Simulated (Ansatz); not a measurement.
C₂H, doublet (typed; the unrestricted solution is spin-contaminated), at a GFN2-xTB geometry. Base run: MP2/6-31G** (Ansatz, a program for electronic structure).

Input for Ansatz:
Ansatz 0.2 input:
```yaml
crystal:
  periodic: [false, false, false]
  atoms:
    - {symbol: C, position_ang: [-0.00000000, -0.00000000, -0.46866096]}
    - {symbol: C, position_ang: [0.00000000, 0.00000000, 0.72327087]}
    - {symbol: H, position_ang: [-0.00000000, -0.00000000, -1.52765945]}
basis:
  gaussian:
    orbitals: 6-31G__.json
magnetization: {spin_polarized: true, initial_magnetization: 1}
correlation: {method: mp2}
```
The basis file holds 6-31G** in the JSON format of the Basis Set Exchange.

The base run was repeated with changes; each row names its change, and settings that it needs were set with it.

| change | basis functions | E (Eh) | MP2 correlation (Eh) |
|---|---|---|---|
| base | 35 | -76.35107 | -0.19983 |
| basis = 6-31G | 20 | -76.25534 | -0.12932 |
| basis = 6-31G* | 32 | -76.34379 | -0.19454 |
| basis = pc-1 | 33 | -76.33157 | -0.20134 |
| basis = 6-311G** | 42 | -76.37831 | -0.20947 |
| basis = def2-SVPD | 48 | -76.29842 | -0.20504 |
| basis = 6-311++G** | … | … | … |
| basis = aug-cc-pVDZ | 55 | -76.36088 | -0.20283 |
| basis = def2-TZVPD | 83 | -76.42040 | -0.24082 |
| basis = aug-cc-pVTZ | … | … | … |
| basis = cc-pVQZ | … | … | … |
| basis = def2-QZVP | 144 | -76.44243 | -0.25941 |
| basis = def2-QZVPP | 144 | -76.44243 | -0.25941 |

Problem. Fill in the missing entries.

Solution. 
- basis = 6-311++G**, basis functions: 51
- basis = 6-311++G**, E (Eh): -76.38007
- basis = 6-311++G**, MP2 correlation (Eh): -0.21021
- basis = aug-cc-pVTZ, basis functions: 115
- basis = aug-cc-pVTZ, E (Eh): -76.42468
- basis = aug-cc-pVTZ, MP2 correlation (Eh): -0.24683
- basis = cc-pVQZ, basis functions: 140
- basis = cc-pVQZ, E (Eh): -76.44236
- basis = cc-pVQZ, MP2 correlation (Eh): -0.26012

Totals compare only among sets that treat the same electrons; sets with core potentials leave the core out.
